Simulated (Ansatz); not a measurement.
All values below come from frozen-core CCSD(T)/def2-TZVPP // PBE-D3(BJ)/def2-TZVP in Ansatz (an electronic-structure program).

Ansatz 0.2 input:
```yaml
crystal:
  periodic: [false, false, false]
  atoms:
    - { symbol: C, position_ang: [-1.146977, -0.035575, 0.044429] }
    - { symbol: In, position_ang: [0.997045, 0.031711, -0.030586] }
    - { symbol: Cl, position_ang: [2.258852, 2.009296, -0.045734] }
    - { symbol: Cl, position_ang: [2.377388, -1.863097, -0.11494] }
    - { symbol: H, position_ang: [-1.511211, 0.874807, 0.532119] }
    - { symbol: H, position_ang: [-1.451859, -0.929482, 0.599112] }
    - { symbol: H, position_ang: [-1.523238, -0.087661, -0.9844] }
basis:
  gaussian: { orbitals: def2-TZVPP }
correlation:
  method: ccsd_t
```

Output:

```
Functional definition: HF
1390 factors; integrals over basis functions are off by at most 9.8e-4 eV
mean field evaluation 1: about -31235.9415 eV, gradient 2.9e1 eV
mean field evaluation 2: about -31235.9812 eV, gradient 2.9e1 eV
mean field evaluation 4: about -31238.1908 eV, gradient 2.5e0 eV
mean field evaluation 8: about -31238.2186 eV, gradient 1.7e-1 eV
mean field evaluation 16: about -31237.7155 eV, gradient 1.4e1 eV
mean field -31238.21868643 eV, -1147.9833627013 hartree, gradient 1.6e-6 eV, S^2 0.000000; 0 other end points of the search recorded, 0 dependent functions left out
15 core orbitals not correlated
reference -31238.21868643 eV, -1147.9833627013 hartree; 17, 17 occupied and 175, 175 virtual orbitals, 1390 factors
second order -22.66811935 eV of doubles, -0.00000000 eV of singles
cycle   1  -23.10756383 eV  change   -4.4e-1 eV  update   1.0e-1
cycle   2  -23.60167750 eV  change   -4.9e-1 eV  update   2.7e-2
cycle   3  -23.69666343 eV  change   -9.5e-2 eV  update   1.6e-2
cycle   4  -23.68638466 eV  change    1.0e-2 eV  update   4.1e-3
cycle   5  -23.68394465 eV  change    2.4e-3 eV  update   1.7e-3
cycle   6  -23.68422232 eV  change   -2.8e-4 eV  update   4.3e-4
cycle   7  -23.68411486 eV  change    1.1e-4 eV  update   1.3e-4
cycle   8  -23.68410934 eV  change    5.5e-6 eV  update   4.5e-5
cycle   9  -23.68412847 eV  change   -1.9e-5 eV  update   1.6e-5
perturbative correction -0.91836688 eV, -0.0337493602 hartree
Total energy: -31262.82118178 eV, -1148.8874877291 hartree
```

Cost: roughly 5 core-minutes.
